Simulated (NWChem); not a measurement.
System: WHF5; SMILES [F][WH]([F])([F])([F])[F]

Input file for NWChem:

```
start job
memory heap 200 mb stack 900 mb global 1100 mb
geometry units angstroms noautoz
  W      0.000000     0.000000     0.013412
  F      1.822999    -0.087475     0.168478
  F      0.000000     0.000000    -1.882637
  F     -1.822999     0.087475     0.168478
  F      0.087475     1.822999     0.168478
  F     -0.087475    -1.822999     0.168478
  H      0.000000     0.000000     1.740094
end
basis spherical
  * library def2-svp
end
ecp
  W library def2-ecp
end
dft
  xc becke88 lyp
  iterations 150
  mulliken
end
task dft energy
```

Output (shortened):

```
             Northwest Computational Chemistry Package (NWChem) 7.3.0
             --------------------------------------------------------

 C4V symmetry detected

                             Geometry "geometry" -> ""
                             -------------------------

 Output coordinates in angstroms (scale by  1.889725989 to convert to a.u.)

  No.       Tag          Charge          X              Y              Z
 ---- ---------------- ---------- -------------- -------------- --------------
    1 W                   74.0000     0.00000000     0.00000000     0.08129486
    2 F                    9.0000     1.82509650     0.00000000     0.23636086
    3 F                    9.0000     0.00000000     0.00000000    -1.81475414
    4 F                    9.0000    -1.82509650     0.00000000     0.23636086
    5 F                    9.0000     0.00000000     1.82509650     0.23636086
    6 F                    9.0000     0.00000000    -1.82509650     0.23636086
    7 H                    1.0000     0.00000000     0.00000000     1.80797686

 Effective nuclear repulsion energy (a.u.)    1139.7805425679

      Symmetry information
      --------------------

 Group name             C4v
 Group number             18
 Group order               8
 No. of unique centers     4

                                 NWChem DFT Module
                                 -----------------

 Summary of "ao basis" -> "ao basis" (spherical)
 ------------------------------------------------------------------------------
       Tag                 Description            Shells   Functions and Types
 ---------------- ------------------------------  ------  ---------------------
 W                          def2-svp                12       32   6s3p2d1f
 F                          def2-svp                 6       14   3s2p1d
 H                          def2-svp                 3        5   2s1p

      Symmetry analysis of basis
      --------------------------

        a1         31
        a2          4
        b1         14
        b2          8
        e          50

            General Information
            -------------------
          SCF calculation type: DFT
          Wavefunction type:  closed shell.
          No. of atoms     :     7
          No. of electrons :    60
           Alpha electrons :    30
            Beta electrons :    30
          Charge           :     0
          Spin multiplicity:     1
          Use of symmetry is: on ; symmetry adaption is: on
          Maximum number of iterations: 150
          AO basis - number of functions:   107
                     number of shells:    45
          Convergence on energy requested:  1.00D-06
          Convergence on density requested:  1.00D-05
          Convergence on gradient requested:  5.00D-04

              XC Information
              --------------
                    Becke 1988 Exchange Functional  1.000
              Lee-Yang-Parr Correlation Functional  1.000

             Grid Information
             ----------------
          Grid used for XC integration:  medium
          Radial quadrature: Mura-Knowles
          Angular quadrature: Lebedev.
          Tag              B.-S. Rad. Rad. Pts. Rad. Cut. Ang. Pts.
          ---              ---------- --------- --------- ---------
          W                   1.35      123           8.0       590
          F                   0.50       49          10.0       434
          H                   0.35       45           9.0       434
          Grid pruning is: on
          Number of quadrature shells:   266
          Spatial weights used:  Erf1

      Superposition of Atomic Density Guess
      -------------------------------------

 Sum of atomic energies:        -570.13845233

      Non-variational initial energy
      ------------------------------

 Total energy =    -563.118421
 1-e energy   =   -1498.696433
 2-e energy   =     588.929314
 HOMO         =      -0.365814
 LUMO         =      -0.012382

      Symmetry analysis of molecular orbitals - initial
      -------------------------------------------------

  Numbering of irreducible representations:

     1 a1          2 a2          3 b1          4 b2          5 e

  Orbital symmetries:

     1 a1          2 b1          3 e           4 e           5 a1
     6 a1          7 e           8 e           9 a1         10 a1
    11 b1         12 a1         13 e          14 e          15 b1
    16 a1         17 b2         18 e          19 e          20 a1
    21 a1         22 e          23 e          24 b1         25 e
    26 e          27 e          28 e          29 a2         30 a1
    31 e          32 e          33 b2         34 a1         35 a1
    36 e          37 e          38 a1         39 b1         40 a1

     ---------------------------------------------
      Total Density - Mulliken Population Analysis
     ---------------------------------------------

    Atom       Charge   Shell Charges
 -----------   ------   -------------------------------------------------------
    1 W   14    10.35   0.04 -0.35  1.79  0.56  0.26  0.13  5.53  0.60  0.10  1.25  0.25  0.19
    2 F    9     9.63   1.99  1.15  0.80  3.54  2.15  0.00
    3 F    9     9.69   1.99  1.16  0.80  3.55  2.18  0.00
    4 F    9     9.63   1.99  1.15  0.80  3.54  2.15  0.00
    5 F    9     9.63   1.99  1.15  0.80  3.54  2.15  0.00
    6 F    9     9.63   1.99  1.15  0.80  3.54  2.15  0.00
    7 H    1     1.43   0.79  0.63  0.01

   convergence    iter        energy       DeltaE   RMS-Dens  Diis-err
 ---------------- ----- ----------------- --------- --------- ---------
 d= 0,ls=0.0,diis     1   -566.0392583547 -9.13D+02  5.56D-02  4.88D+00
 d= 0,ls=0.5,diis     2   -558.7046742718  7.33D+00  2.34D-02  7.21D+01
 d= 0,ls=0.5,diis     3   -563.8530609930 -5.15D+00  1.01D-02  2.63D+01
 d= 0,ls=0.5,diis     4   -565.5949659438 -1.74D+00  6.16D-03  1.01D+01
 d= 0,ls=0.5,diis     5   -566.2865133990 -6.92D-01  4.27D-03  3.50D+00
 d= 0,ls=0.5,diis     6   -566.5738138377 -2.87D-01  2.80D-03  8.20D-01
 d= 0,ls=0.5,diis     7   -566.6595850244 -8.58D-02  1.41D-03  1.43D-01
  Resetting Diis
 d= 0,ls=0.5,diis     8   -566.6784695025 -1.89D-02  6.84D-04  1.54D-02
 d= 0,ls=0.5,diis     9   -566.6815614523 -3.09D-03  4.94D-04  2.55D-03
 d= 0,ls=0.5,diis    10   -566.6820954373 -5.34D-04  2.80D-04  3.51D-03
 d= 0,ls=0.5,diis    11   -566.6823452149 -2.50D-04  1.98D-04  1.35D-03
 d= 0,ls=0.5,diis    12   -566.6824712881 -1.26D-04  7.58D-05  3.06D-04
 d= 0,ls=0.5,diis    13   -566.6825023915 -3.11D-05  3.68D-05  3.18D-05
 d= 0,ls=0.5,diis    14   -566.6825071770 -4.79D-06  1.76D-05  5.71D-06
 d= 0,ls=0.5,diis    15   -566.6825084318 -1.25D-06  9.61D-06  9.16D-07
 d= 0,ls=0.5,diis    16   -566.6825087966 -3.65D-07  5.66D-06  3.02D-07

         Total DFT energy =     -566.682508929681
      One electron energy =    -1499.060618305984
           Coulomb energy =      645.883351603977
    Exchange-Corr. energy =      -60.153940082153
 Nuclear repulsion energy =      346.648697854480

 Numeric. integr. density =       60.000011696724

                  Occupations of the irreducible representations
                  ----------------------------------------------

                     irrep           alpha         beta
                     --------     --------     --------
                     a1               10.0         10.0
                     a2                1.0          1.0
                     b1                4.0          4.0
                     b2                1.0          1.0
                     e                14.0         14.0

                       DFT Final Molecular Orbital Analysis
                       ------------------------------------

 Vector   28  Occ=2.000000D+00  E=-3.870398D-01  Symmetry=e
              MO Center=  9.9D-15,  4.3D-15, -1.2D+00, r^2= 2.2D+00
   Bfn.  Coefficient  Atom+Function         Bfn.  Coefficient  Atom+Function
  ----- ------------  ---------------      ----- ------------  ---------------
    50      0.443712  3 F  px                51      0.369354  3 F  py
    53     -0.300380  3 F  px                54     -0.250042  3 F  py
    38      0.191118  2 F  pz                66     -0.191118  4 F  pz
    80      0.159090  5 F  pz                94     -0.159090  6 F  pz
    41     -0.128271  2 F  pz                69      0.128271  4 F  pz

 Vector   29  Occ=2.000000D+00  E=-3.870152D-01  Symmetry=a2
              MO Center=  3.8D-13,  1.2D-12,  2.4D-01, r^2= 3.7D+00
   Bfn.  Coefficient  Atom+Function         Bfn.  Coefficient  Atom+Function
  ----- ------------  ---------------      ----- ------------  ---------------
    37      0.351821  2 F  py                65     -0.351821  4 F  py
    78     -0.351821  5 F  px                92      0.351821  6 F  px
    40     -0.232888  2 F  py                68      0.232888  4 F  py
    81      0.232888  5 F  px                95     -0.232888  6 F  px

 Vector   30  Occ=2.000000D+00  E=-2.900350D-01  Symmetry=a1
              MO Center=  4.9D-13, -9.8D-13,  8.3D-01, r^2= 2.8D+00
   Bfn.  Coefficient  Atom+Function         Bfn.  Coefficient  Atom+Function
  ----- ------------  ---------------      ----- ------------  ---------------
   103      0.425769  7 H  s                 18      0.315714  1 W  d  0
   104      0.313843  7 H  s                 52      0.310583  3 F  pz
    55     -0.230331  3 F  pz                 9     -0.207309  1 W  pz
     3     -0.173931  1 W  s                  5      0.135100  1 W  s
     2      0.102951  1 W  s                 38      0.102054  2 F  pz

[...]
```

Level: BLYP/def2-SVP with def2 effective core potentials on W. All runs use the structure optimised with PBE0/def2-SVP. Not confirmed as a minimum by frequencies. def2 effective core potentials on W; no spin-orbit coupling.
